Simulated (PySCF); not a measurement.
# How the method moves the HOMO and LUMO of `C#CC[C@@H]1C[SiH2]1`

C5H8Si.
SMILES with atom numbers: `[CH:1]#[C:2][CH2:3][C@@H:4]1[CH2:5][SiH2:6]1` (hydrogens: H7 on C1; H8, H9 on C3; H10 on C4; H11, H12 on C5; H13, H14 on Si6)

Geometry (PBE0-D3(BJ)/def2-SVP, Å), atoms numbered from 1 in this order:
```xyz
14
C5H8Si angstrom
C      3.0028   -0.5936    0.6533
C      1.8043   -0.5649    0.8239
C      0.3598   -0.5170    1.0131
C     -0.3238    0.5600    0.1875
C     -1.8469    0.4726    0.0064
Si    -0.8728    0.2753   -1.5727
H      4.0661   -0.6183    0.5040
H     -0.0652   -1.5065    0.7664
H      0.1410   -0.3607    2.0859
H      0.0480    1.5683    0.4099
H     -2.3307   -0.4182    0.4251
H     -2.4254    1.3846    0.1885
H     -0.7406   -1.0889   -2.1421
H     -0.8209    1.3917   -2.5480
```

Basis pcSseg-1 throughout (PySCF), one geometry. Isolated species at its PBE0-D3(BJ)/def2-SVP geometry (one conformer only).

Q: How do the orbital energies, the gap and the dipole change with the method?

A: 
| method | kind | HOMO (eV) | LUMO (eV) | gap (eV) | μ (D) | SCF cycles |
| --- | --- | --- | --- | --- | --- | --- |
| BLYP | GGA | -5.64 | -0.34 | 5.30 | 0.69 | 15 |
| B97-D | GGA | -5.74 | -0.35 | 5.39 | 0.70 | 15 |
| OPBE | GGA | -5.77 | -0.31 | 5.46 | 0.73 | 15 |
| PBE | GGA | -5.80 | -0.47 | 5.33 | 0.71 | 15 |
| KT3 | GGA | -5.85 | -0.46 | 5.39 | 0.69 | 15 |
| KT2 | GGA | -5.85 | -0.53 | 5.32 | 0.69 | 15 |
| BP86 | GGA | -5.90 | -0.54 | 5.36 | 0.72 | 15 |
| LDA | LDA | -5.91 | -0.65 | 5.26 | 0.73 | 15 |
| B97-2 | global hybrid | -6.65 | 0.37 | 7.02 | 0.69 | 14 |
| B3LYP | global hybrid | -6.69 | 0.17 | 6.85 | 0.69 | 14 |
| PBE0 | global hybrid | -6.90 | 0.37 | 7.27 | 0.69 | 14 |
| mPW1PW91 | global hybrid | -6.92 | 0.38 | 7.31 | 0.69 | 14 |
| BHandHLYP | global hybrid | -7.88 | 1.27 | 9.14 | 0.70 | 12 |
| CAM-B3LYP | range-separated hybrid | -8.18 | 1.41 | 9.59 | 0.69 | 14 |
| wB97X-D | range-separated hybrid | -8.74 | 2.09 | 10.83 | 0.70 | 14 |
| HF | Hartree–Fock | -9.39 | 3.50 | 12.89 | 0.75 | 12 |
| LC-wPBE | range-separated hybrid | -9.52 | 2.52 | 12.03 | 0.70 | 13 |

The HOMO spans 3.88 eV, from BLYP down to LC-wPBE, and the gap runs from 5.26 eV (LDA) to 12.89 eV (HF). Over the methods BLYP (0 %), B97-D (0 %), OPBE (0 %), PBE (0 %), KT3 (0 %), KT2 (0 %), BP86 (0 %), LDA (0 %), B97-2 (21 %), B3LYP (20 %), PBE0 (25 %), mPW1PW91 (25 %), BHandHLYP (50 %), HF (100 %), a straight line through the gap against the share of exact exchange rises by 0.76 eV for each 10 % (correlation coefficient 1.000). The dipole ranges from 0.69 D (B3LYP) to 0.75 D (HF). This basis has no diffuse functions.
